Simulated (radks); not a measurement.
Numerical settings for the gadolinium ion Gd3+, [Xe] 4f7. All-electron calculation, non-relativistic Kohn-Sham, TPSS, spin-unpolarised, spherical densities, point nucleus; meta-GGA in the generalised Kohn-Sham scheme; relativity is left out, which matters for an element this heavy. Program: a radial shooting solver on a logarithmic mesh with Libxc functionals. The defaults (mesh step 0.008 in ln r, mesh end at 40 bohr or more with all orbitals vanishing there, Anderson mixing 0.5 over 9 steps, residual threshold near 1e-9 with the energy settled to 1e-9 hartree or 1e-11 of itself, here a cap of 78 iterations) give E = -10821.822 hartree and 4f at -37.565 eV in 13 iterations. Run on one thread of a shared host, so times are rough (Arm Neoverse N1): 0.16 s of CPU time, 0.16 s wall, 13 iterations on 2501 mesh points. Changes against that run (0 stands for a change within the tolerance of the run):

setting                     iterations         converged  E (mhartree)  e(4f) (meV)  CPU (s)
mesh step in ln r 0.08               2                no      diverged            -     0.01
mesh step in ln r 0.03              13               yes       +0.0239     -0.00906     0.06
mesh step in ln r 0.05              13               yes        -0.225       -0.277     0.04
mesh end (bohr) 8                   13               yes             0     +0.00546     0.16
mesh end (bohr) 1                   10  level above zero      +2.3e+05    +3.19e+05     0.09
residual threshold 0.001            10               yes             0        -1.22     0.14
residual threshold 0.1              10               yes             0        -1.22     0.14
mixing 2.5                          12               yes             0      -0.0123     0.16
linear mixing, mixing 0.05          78                no       +0.0483         -266     0.76
linear mixing, mixing 1             78                no     +1.64e+05    +2.98e+04      1.8
mixing history 20                   13               yes             0      -0.0376     0.16
iteration cap 8                      8                no      +0.00177        +26.4      0.1

Settled on a wrong energy, with an occupied level pushed above zero by the early mesh end: mesh end (bohr) 1 (+230 hartree). Apart from these: no run marked as converged misses the energy by more than 1 mhartree. A mesh that ends early acts as a hard wall.
